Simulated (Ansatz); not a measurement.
`NB(S)Cl` + HCl → `NB(Cl)Cl` + H₂S  (ligand exchange at a B–S bond)

Calculated with Ansatz (gas phase, PBE0-D4/def2-TZVP geometries, no zero-point term in ΔE). CCSD(T)/CBS adds triple-zeta CCSD(T) − MP2 to the extrapolated MP2 energy (def2 sets, frozen cores). This one scheme is used for every species. DFT in def2-TZVPP. B3LYP here is the variant with VWN-RPA as its local correlation; programs differ in this. Each species was taken in one conformer, which may not be the lowest.

| level | ΔE (kcal/mol) | difference from CCSD(T)/CBS |
| --- | --- | --- |
| B3LYP-D4 | -5.8 | -0.3 |
| r2SCANh-D4 | -5.8 | -0.3 |
| CAM-B3LYP-D4 | -6.2 | -0.7 |
| ωB97X-V | -6.0 | -0.5 |
| PBE-QIDH | -5.7 | -0.2 |
| PBE | -5.5 | 0.0 |
| revPBE | -5.7 | -0.2 |
| r2SCAN0 | -5.9 | -0.4 |
| BHLYP | -6.7 | -1.2 |
| CAM-B3LYP | -6.5 | -1.0 |
| RPA@PBE/def2-TZVPP | -5.7 | -0.2 |
| HF/def2-SVP | -8.6 | -3.1 |
| CCSD/def2-SVP | -7.6 | -2.1 |
| HF/def2-TZVPP | -7.3 | -1.8 |
| HF/def2-QZVPP | -7.4 | -1.9 |
| CCSD/CBS(def2) | -5.7 | -0.2 |
| CCSD(T)/CBS | -5.5 | 0 |

Largest T1 diagnostic among the species: 0.011.

Leaving LDA and LC-ωPBE aside and taking each functional with its dispersion term where it has one, the values, not all of them listed here, spread over 1.4 kcal/mol, from ωB97M-V to revPBE-D4. At CCSD(T), def2-SVP lies −1.9 kcal/mol from the extrapolated value and def2-TZVPP −0.2 kcal/mol. In def2-TZVPP, CCSD(T) changes the Hartree–Fock value by +1.7 kcal/mol (the triples alone add +0.3 kcal/mol) and MP2 by +1.7 kcal/mol.
